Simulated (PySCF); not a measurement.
Isomers of Si5H12, from PBE0-D3(BJ)/def2-SVP geometry optimisation, gas phase (PySCF 2.14.0). One conformer each, no zero-point energy, no frequencies.

**Question.** Which is lowest in electronic energy at this level?
A. Si(SiH3)4 (`[SiH3][Si]([SiH3])([SiH3])[SiH3]`): A = 1035, B = 1030, C = 1023 MHz, dipole 0.04 D
B. `[SiH3:1][SiH2:2][SiH2:3][SiH2:4][SiH3:5]` with Si1–Si2–Si3–Si4 87°, Si2–Si3–Si4–Si5 -49°: A = 1628, B = 880.3, C = 637.9 MHz, dipole 0.09 D
C. `[SiH3:1][SiH2:2][SiH:3]([SiH3:4])[SiH3:5]` with Si1–Si2–Si3–Si4 -178°: A = 1831, B = 784.0, C = 589.9 MHz, dipole 0.10 D

**Answer.** A. That is `[SiH3][Si]([SiH3])([SiH3])[SiH3]` (Si(SiH3)4), 3.2 kcal/mol below the next.

```json
{"SMILES": "[SiH3][Si]([SiH3])([SiH3])[SiH3]", "mapped SMILES": "–", "E (Eh)": "-1453.61021", "relative (kcal/mol)": "0.0", "relative (kJ/mol)": "0.0", "dipole (D)": "0.04"}
{"SMILES": "[SiH3][SiH2][SiH]([SiH3])[SiH3]", "mapped SMILES": "[SiH3:1][SiH2:2][SiH:3]([SiH3:4])[SiH3:5]", "E (Eh)": "-1453.60511", "relative (kcal/mol)": "3.2", "relative (kJ/mol)": "13.4", "dipole (D)": "0.10"}
{"SMILES": "[SiH3][SiH2][SiH2][SiH2][SiH3]", "mapped SMILES": "[SiH3:1][SiH2:2][SiH2:3][SiH2:4][SiH3:5]", "E (Eh)": "-1453.60259", "relative (kcal/mol)": "4.8", "relative (kJ/mol)": "20.0", "dipole (D)": "0.09"}
```
